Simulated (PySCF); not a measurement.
CH₇Cl₂NSi₂, SMILES [SiH3]CN[SiH](Cl)Cl.

Geometry optimised at B3LYP-D3(BJ)/def2-SVP. This is a generated structure with no PubChem entry under its InChIKey; it may be hypothetical. Other conformers were not sampled.

Vertical ionisation energy (IE) and electron affinity (EA) in eV. Rows of orbital energies are one-electron estimates. Where ΔSCF, EOM or ADC give a negative EA the extra electron is unbound and the value depends on the basis.

```json
[
 {"level": "−ε(HOMO), −ε(LUMO), ωB97X/def2-TZVP (PySCF)", "IE": "___", "EA": "___"},
 {"level": "−ε(HOMO), −ε(LUMO), PBE/def2-TZVP (PySCF)", "IE": "6.08", "EA": "0.85"}
]
```

Task: What belongs in the gaps? (The exact figures need the calculation; the answer reports its results.)

Result: 
- −ε(HOMO), −ε(LUMO), ωB97X/def2-TZVP (PySCF), IE: 9.81
- −ε(HOMO), −ε(LUMO), ωB97X/def2-TZVP (PySCF), EA: -2.03
